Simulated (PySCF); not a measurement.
**Dipole response of Cs (caesium, neutral)**

[Xe] 6s1, 2S determinant. Computed with PySCF 2.14 in ANO-RCC-VTZP, with the spin-free X2C one-electron Hamiltonian (Gaussian nucleus). Coupled (time-dependent) response in atomic units; α is the mean over directions. The basis has no added diffuse functions, which lowers α and C₆.

```csv
method,mean α (bohr³),C₆ (like pair),S(−4)
MN15,374.3,6453,111000
```

S(−4) is the Cauchy moment in α(ω) = α(0) + S(−4) ω² + …

Reference α: 400.9 ± 0.7 bohr³ (recommended; Schwerdtfeger and Nagle, table of static dipole polarizabilities (2023 update)). Published C₆: 6660 (Gould and Bucko (2016)).

α(iu) at MN15:

```
u (hartree)  α(iu) (bohr³)
          0          374.3
     0.0500          217.5
      0.100          102.0
      0.200          39.77
      0.300          24.10
      0.500          13.81
      0.750          8.867
       1.00          6.281
       1.50          3.648
       2.00          2.395
       3.00          1.281
       5.00         0.5538
```

A single London oscillator, α(iu) = α/(1 + u²/ω²), gives C₆ = (3/4) ω α². Matching the computed C₆ needs ω = 4 × 6453 / (3 × 374.3²) = 0.0614 hartree.

Spin-orbit coupling, which splits the p, d and f shells strongly at this Z, is absent.
